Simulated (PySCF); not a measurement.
C₆H₉OSi (doublet state).
Numbering: `[CH:1]#[C:2][C@H:3]([SiH3:4])[C:5]([CH3:6])[CH:7]=[O:8]` (hydrogens: H9 on C1; H10 on C3; H11, H12, H13 on Si4; H14, H15, H16 on C6; H17 on C7)

Structure used (GFN2-xTB), in Å, numbered top down from 1:
```
atom  x, y, z in Å
C1     0.8664    2.6330    0.7649
C2     0.5904    1.4657    0.7762
C3     0.2609    0.0720    0.7732
Si4    1.8120   -0.9507    0.1391
C5    -0.8548   -0.3210   -0.0851
C6    -1.3057    0.5645   -1.1862
C7    -1.4438   -1.5849    0.1484
O8    -1.0545   -2.3872    1.0003
H9     1.0977    3.6562    0.7754
H10    0.1074   -0.2986    1.7901
H11    1.4937   -2.3646    0.2301
H12    2.9271   -0.5472    0.9968
H13    2.0466   -0.5074   -1.2382
H14   -0.4677    0.8252   -1.8355
H15   -2.0834    0.0881   -1.7792
H16   -1.6927    1.5035   -0.7837
H17   -2.3066   -1.8346   -0.4967
```

The hyperfine couplings belong to this conformer and change with its torsions.

Method used: PySCF, UKS B3LYP, pcH-1 on C H O Si, non-relativistic, mean-field spin-orbit, GIAO. One conformer (not necessarily the lowest) at the GFN2-xTB geometry, without solvent, vibrations or thermal averaging. A GFN2-xTB geometry isn't a minimum of the functional, and hyperfine couplings can be far from their values at a DFT geometry. Stability of the SCF solution: not tested.

**Question.** Give the principal g shifts and their parts.

**Answer.** 
```tsv
Δg (ppt)	1	2	3
relativistic mass correction	-0.20	-0.20	-0.20
gauge correction	-0.01	0.03	0.03
orbital Zeeman/spin–orbit	0.09	2.46	5.44
total	-0.12	2.29	5.27
```

So g = 2.00220, 2.00461, 2.00759 and g_iso = 2.00480; the tensor is rhombic: the two nearest values differ by 45 % of g3 − g1. Axes: g3 points within 12° of the C7–O8 bond.

**Question.** What are the electron Larmor frequencies g μB B/h along the three axes at 1200 mT?

**Answer.** 33.6279, 33.6684, 33.7185 GHz for g1, g2 and g3, a range of 90.6 MHz.

**Question.** Average each term over the three axes. Which is largest in size?

**Answer.** The orbital-Zeeman/spin–orbit term 2.66, the mass correction -0.20 and the gauge correction 0.02 ppt, for a total of 2.48 ppt. The orbital-Zeeman/spin–orbit term is the largest in size. The mass correction is the same along every axis, so the anisotropy comes from the other two: their spans along these axes are 0.05 (gauge) and 5.35 ppt (orbital Zeeman/spin–orbit).

**Question.** In a frozen sample, at which fields do the three g values resonate at 9.5, 34, 94 and 263 GHz (hyperfine left aside), and which band first spreads them over more than twice a line width of 1.0 mT?

**Answer.** 
```json
{"band": "X", "GHz": "9.5", "B(g3) mT": "338.09", "B(g2) mT": "338.60", "B(g1) mT": "339.00", "spread mT": "0.91"}
{"band": "Q", "GHz": "34.0", "B(g3) mT": "1210.02", "B(g2) mT": "1211.82", "B(g1) mT": "1213.28", "spread mT": "3.26"}
{"band": "W", "GHz": "94.0", "B(g3) mT": "3345.34", "B(g2) mT": "3350.32", "B(g1) mT": "3354.36", "spread mT": "9.02"}
{"band": "J", "GHz": "263.0", "B(g3) mT": "9359.84", "B(g2) mT": "9373.77", "B(g1) mT": "9385.07", "spread mT": "25.23"}
```

The spread grows in proportion to the frequency. Q band is the first where it exceeds 2.0 mT.

The Mulliken spin populations are largest on C5 (+0.65) and O8 (+0.31). The angles at C5 add up to 360.0°, so it is planar.

The HOMO–LUMO gaps are 6.00 eV among the α and 3.62 eV among the β orbitals.
